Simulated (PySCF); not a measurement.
# Finite-field polarisability of He (helium, neutral)

1s2, closed-shell 1S. Computed with PySCF 2.14 in dyall-av3z (10s3p2d, 29 functions), with the spin-free X2C one-electron Hamiltonian (Gaussian nucleus). Frozen: nothing. Energy changes in a uniform field (μhartree):

```csv
axis,F (au),HF,MP2,CCSD,CCSD(T)
x,0.012,-94.125,-96.843,-98.616,-98.616
x,0.024,-376.659,-387.548,-394.657,-394.657
```

Task: Derive α along x at CCSD(T) from the two fields.

Result: With ΔE = −αF²/2 − γF⁴/24, α = −(16 ΔE(F) − ΔE(2F))/(6F²) = 1.369 bohr³.

Task: And the mean polarisability at each level?

Result: HF 1.307, MP2 1.345, CCSD 1.369, CCSD(T) 1.369 bohr³. Reference: 1.384 bohr³ (recommended; Schwerdtfeger and Nagle, table of static dipole polarizabilities (2023 update)).
